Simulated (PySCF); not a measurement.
IrC at PBE0

Level: PBE0. Ir x2c-TZVPPall, C x2c-TZVPPall; spin-free X2C with a Gaussian nucleus (PySCF 2.14).

```json
{
 "state": "quartet, unpaired electrons σ ↑, π ↑, δ ↑, a mixture of terms (⟨Lz²⟩ = 6.3), a second solution, started from another occupation",
 "bond length": "0.1698 nm",
 "harmonic wavenumber": "973 cm⁻¹",
 "force constant": "6.31 mdyn/Å",
 "rotational constant Be": "0.5174 cm⁻¹",
 "anharmonicity ωexe": "5.86 cm⁻¹",
 "vibration–rotation constant αe": "0.00383 cm⁻¹",
 "bond order (Mayer)": "2.76",
 "dipole moment (positive dipole means Ir(−)C(+))": "-2.53 D"
}
```

De is left out where the level can put another filling of the metal’s s and d shells below the measured ground configuration, by anything from nothing to about 1 eV. Spin–orbit coupling is left out, which matters for elements this heavy, above all for dissociation energies.
